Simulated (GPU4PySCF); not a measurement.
pyrene (C16H10), SMILES c12ccc3c4c1c(ccc4ccc3)ccc2.

Geometry optimised at ωB97X-D3(BJ)/def2-TZVP.

Two levels are set side by side: TDA-PBE/def2-SVPD (GPU4PySCF) and TDA-ωB97X/def2-SVPD (GPU4PySCF). Vertical, same geometry. The lowest singlet is HOMO→LUMO+1 55 %, HOMO−1→LUMO 45 % with PBE and HOMO→LUMO+1 52 %, HOMO−1→LUMO 44 % with the other functional; states are paired by order. Differences are taken from unrounded values.

```
quantity                               TDA-ωB97X  TDA-PBE  TDA-PBE minus TDA-ωB97X
-------------------------------------  ---------  -------  -----------------------
lowest singlet excitation (eV)              4.23     3.58                    -0.65
lowest triplet excitation (TDA) (eV)        2.70     2.42                    -0.28
first bright state (f over 0.05) (eV)       4.44     3.69                    -0.76
its oscillator strength                     0.37     0.23                    -0.14
```

A lower first singlet is the usual sign of a functional without exact exchange. Differences between two approximate levels are no errors against the true value.
